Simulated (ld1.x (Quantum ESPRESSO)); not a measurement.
# u(r) = r·R(r): atom against pseudo-atom (Li (Z = 3))

Columns: radius, all-electron u(r) and pseudo u(r) of the 2p shell (level -1.35 eV) of lithium in the configuration [He] 2s0.5 2p0.5; PBE, scalar-relativistic, TM scheme, ld1.x (Quantum ESPRESSO) 7.5.

```
r (bohr)  all-electron  pseudo
   0.215        0.0168  0.0068
   0.430        0.0519  0.0267
   0.645        0.0934  0.0580
   0.860        0.1360  0.0983
   1.075        0.1774  0.1443
   1.290        0.2163  0.1925
   1.505        0.2519  0.2395
   1.720        0.2838  0.2827
   1.935        0.3125  0.3202
   2.150        0.3392  0.3511
   2.365        0.3631  0.3755
   2.580        0.3836  0.3942
   2.795        0.4005  0.4082
   3.010        0.4140  0.4187
   3.225        0.4240  0.4263
   3.440        0.4308  0.4317
   3.655        0.4346  0.4347
   3.870        0.4355  0.4355
   4.085        0.4339  0.4339
   4.300        0.4300  0.4300
   4.515        0.4242  0.4242
   4.730        0.4167  0.4167
   4.945        0.4077  0.4077
   5.160        0.3976  0.3976
   5.375        0.3865  0.3865
   5.590        0.3748  0.3748
```

How many radial nodes do the two functions have?

The all-electron 2p function has n − l − 1 = 0; the pseudo-wave has 0.

At about which radius was the pseudo-wave matched?

4.20 bohr. The columns agree to 0.0005 from 3.65 bohr on; several derivatives are matched, so the curves merge somewhat inside the radius.

Is the pseudo-wave norm-conserving?

Yes: the TM scheme keeps the norm inside the radius equal to the all-electron one, which fixes the energy derivative of the logarithmic derivative at the level.
